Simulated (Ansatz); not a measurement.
Relaxation of H₆O₅W (12 atoms, charge 0, multiplicity 1), to a largest force component of 0.03 eV/Å in at most 50 steps.

The calculation used RKS B3LYP-D4/def2-SVP (Ansatz).

```xyz
12
Properties=species:S:1:pos:R:3
W -0.049 0.081 0.131
O 0.543 -0.477 1.892
H -0.213 -0.687 2.480
H 1.454 0.870 0.388
O -0.624 1.896 -0.093
H -0.282 2.459 -0.803
O -1.821 -0.160 0.857
H -2.371 0.619 1.034
O 0.497 -1.700 -0.427
H 0.719 -2.278 0.325
O 0.253 0.265 -1.770
H 0.699 -0.504 -2.169
```

Where does it end, and by what steps?

The forces met the threshold. The force dipped under the threshold on the way, but the program's further checks kept it going. After 25 steps the energy has fallen by 0.271 eV; H6 moved furthest, 1.47 Å.

```
step  energy less start (eV)  largest force component (eV/Å)  accepted
   0                  0.0000                           0.486       yes
   1                 -0.0134                           0.276       yes
   2                 -0.0212                           0.191       yes
   3                 -0.0331                           0.243       yes
   4                 -0.0430                           0.678       yes
   5                 -0.0611                           0.477       yes
   6                 -0.1044                           0.214       yes
   7                 -0.1275                           0.401       yes
   8                 -0.1371                           0.642       yes
   9                 -0.1535                           0.467       yes
  10                 -0.1463                           1.187        no
  11                 -0.1721                           0.326       yes
  12                 -0.1868                           0.352       yes
  13                 -0.2053                           0.271       yes
  14                 -0.2145                           0.804       yes
  15                 -0.2290                           0.444       yes
  16                 -0.2479                           0.316       yes
  17                 -0.2489                           0.577       yes
  18                 -0.2604                           0.259       yes
  19                 -0.2619                           0.181       yes
  20                 -0.2667                           0.074       yes
  21                 -0.2685                           0.117       yes
  22                 -0.2692                           0.181       yes
  23                 -0.2705                           0.018       yes
  24                 -0.2707                           0.032       yes
  25                 -0.2709                           0.021       yes
```

```xyz
12
Properties=species:S:1:pos:R:3
W -0.176 -0.143 0.020
O 0.512 -0.424 1.811
H 0.354 0.311 2.420
H 1.239 0.779 -0.300
O -0.591 1.695 0.604
H 0.143 2.321 0.601
O -2.064 -0.207 0.213
H -2.591 0.602 0.310
O 0.661 -1.858 -0.122
H 1.105 -2.191 0.672
O -0.244 -0.169 -1.870
H 0.458 -0.331 -2.513
```

Whether the end is a true minimum wasn't checked by a vibrational analysis.

Run time: 69 s on 4 threads of Arm Neoverse V2, with other jobs on the host, peak memory 0.38 GiB.
